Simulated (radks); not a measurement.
Excited configurations of Ti: one electron is placed in a higher orbital outside [Ar] 3d2 4s1. The ground configuration is [Ar] 3d2 4s2. Method: scalar-relativistic Kohn-Sham, r2SCAN, spin-unpolarised, spherical densities, finite nucleus; meta-GGA in the generalised Kohn-Sham scheme; Fermi nuclear charge, rms radius 3.5921 fm; computed with a radial shooting solver on a logarithmic mesh with Libxc functionals. Excitation = E - E(ground); binding = E(ion) - E, where the ion is the core of charge +1; n* = 1/sqrt(2 binding) in atomic units, and the quantum defect is n - n*.

outer orbital  excitation (eV)  binding (eV)     n*  quantum defect  eigenvalue (eV)  <r> (bohr)
4d                       5.931         1.493  3.018           0.982           -0.644       10.34
4f                       6.583         0.842  4.020          -0.020           -0.384       18.43
5d                       6.520         0.905  3.877           1.123           -0.497       20.14
6s                       6.260         1.164  3.418           2.582           -0.732       18.01
6d                       6.828         0.597  4.774           1.226           -0.359       32.99
6f                       7.017         0.408  5.774           0.226           -0.250       47.42
7s                       6.712         0.713  4.369           2.631           -0.461       29.75
7p                       6.822         0.603  4.750           2.250           -0.395       34.95
7d                       7.003         0.421  5.683           1.317           -0.265       48.73
7f                       7.120         0.304  6.688           0.312           -0.194       66.52

The Delta-SCF ionisation energy is 7.425 eV (NIST Atomic Spectra Database: 6.828 eV, measured). Self-interaction in the functional shifts the binding energies and quantum defects, so they are the method's values and not measured ones. Spin polarisation and multiplet splitting are left out, so open shells lie too high by an amount that depends on their filling.

Beside tabulated values, note that spin-unpolarised runs miss the spin-polarisation part of the exchange energy of open shells.
